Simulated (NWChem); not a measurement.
System: C₂H₄O₃Si; SMILES C1([Si@@H](O)CO1)=O

Input file for NWChem:

```
start job
memory heap 200 mb stack 900 mb global 1100 mb
geometry units angstroms noautoz
  O     -1.364178    -1.801227     0.047716
  C     -0.478671    -1.013635    -0.031839
  O      0.847066    -1.325594     0.167860
  C      1.555755    -0.069473     0.078371
  Si    -0.044811     0.843690    -0.411226
  O     -0.660110     2.088714     0.486991
  H      2.007581     0.184265     1.050539
  H      2.355026    -0.139815    -0.675267
  H     -0.159641     1.287460    -1.823588
  H     -0.779426     1.962759     1.433265
end
basis spherical
  * library 3-21g
end
dft
  xc xpbe96 cpbe96
  iterations 150
end
tddft
  cis
  nroots 6
  notriplet
end
task tddft energy
```

Parts of the log:

```
             Northwest Computational Chemistry Package (NWChem) 7.3.0
             --------------------------------------------------------

 C1  symmetry detected

                             Geometry "geometry" -> ""
                             -------------------------

 Output coordinates in angstroms (scale by  1.889725989 to convert to a.u.)

  No.       Tag          Charge          X              Y              Z
 ---- ---------------- ---------- -------------- -------------- --------------
    1 O                    8.0000    -1.34563631    -1.81868060     0.03640846
    2 C                    6.0000    -0.46538428    -1.02410446    -0.03110403
    3 O                    8.0000     0.85701817    -1.32034343     0.21028974
    4 C                    6.0000     1.55658505    -0.05914418     0.12045117
    5 Si                  14.0000    -0.03785174     0.83104234    -0.42793072
    6 O                    8.0000    -0.68917358     2.08416594     0.43284365
    7 H                    1.0000     1.97879438     0.21410679     1.10061111
    8 H                    1.0000     2.37718247    -0.13377168    -0.60948237
    9 H                    1.0000    -0.11720588     1.25144492    -1.84984800
   10 H                    1.0000    -0.83371745     1.97198366     1.37733169

 Effective nuclear repulsion energy (a.u.)     294.4057139093

  pbe96 is a nonlocal functional; adding pw91lda local functional.

                                 NWChem DFT Module
                                 -----------------

 Summary of "ao basis" -> "ao basis" (spherical)
 ------------------------------------------------------------------------------
       Tag                 Description            Shells   Functions and Types
 ---------------- ------------------------------  ------  ---------------------
 O                           3-21g                   5        9   3s2p
 C                           3-21g                   5        9   3s2p
 Si                          3-21g                   7       13   4s3p
 H                           3-21g                   2        2   2s

[...]

                                NWChem TDDFT Module
                                -------------------

            General Information
            -------------------
           No. of orbitals :     132
            Alpha orbitals :      66
             Beta orbitals :      66
        Alpha frozen cores :       0
         Beta frozen cores :       0
     Alpha frozen virtuals :       0
      Beta frozen virtuals :       0
         Spin multiplicity :       1
    Number of AO functions :      66
        Use of symmetry is : off
      Symmetry adaption is : off
         Schwarz screening :  0.10D-07

              XC Information
              --------------
   PerdewBurkeErnzerhof Exchange Functional   1.00
     Perdew 1991 LDA Correlation Functional   1.00 local
    PerdewBurkeErnz. Correlation Functional   1.00 non-local

             TDDFT Information
             -----------------
          Calculation type : Tamm-Dancoff TDDFT
         Wavefunction type : Restricted singlets
          No. of electrons :      54
           Alpha electrons :      27
            Beta electrons :      27
              No. of roots :       6
          Max subspacesize :    5200
            Max iterations :     100
               Target root :       1
           Target symmetry : none
      Symmetry restriction : off
                 Algorithm : Optimal
        Davidson threshold :  0.10D-03

    6 smallest eigenvalue differences (eV)
--------------------------------------------------------
  No. Spin  Occ  Vir  Irrep   E(Occ)    E(Vir)   E(Diff)
--------------------------------------------------------
    1    1   27   28 a        -0.204    -0.052     4.148
    2    1   26   28 a        -0.246    -0.052     5.281
    3    1   25   28 a        -0.257    -0.052     5.574
    4    1   27   29 a        -0.204     0.011     5.853
    5    1   27   30 a        -0.204     0.021     6.134
    6    1   24   28 a        -0.295    -0.052     6.604
--------------------------------------------------------

  Entering Davidson iterations
  Restricted singlet excited states

  Iter   NTrls   NConv    DeltaV     DeltaE      Time
  ----  ------  ------  ---------  ---------  ---------
    1      6       0     0.31E+00   0.10+100        2.0
    2     12       0     0.26E-01   0.70E-01        1.9
    3     18       0     0.36E-01   0.12E-01        1.6
    4     24       0     0.42E-02   0.19E-02        1.3
    5     30       3     0.49E-03   0.31E-04        1.7
    6     33       6     0.41E-04   0.31E-06        1.0
  ----  ------  ------  ---------  ---------  ---------
  Convergence criterion met

  Ground state a        -590.089396607977 a.u.

  ----------------------------------------------------------------------------
  Root   1 singlet a              0.165183537 a.u.                4.4949 eV
  ----------------------------------------------------------------------------
     Transition Moments    X -0.06775   Y  0.10018   Z  0.28725
     Dipole Oscillator Strength                    0.0106970660
     Electric Quadrupole                           0.0000000125
     Magnetic Dipole                               0.0000007842
     Total Oscillator Strength                     0.0106978627

[...]
```

Level: PBE/3-21G, TDA. STO-3G and 3-21G are far too small for this property and stand as cheap habits. Structure relaxed at the PBE0/def2-SVP level.
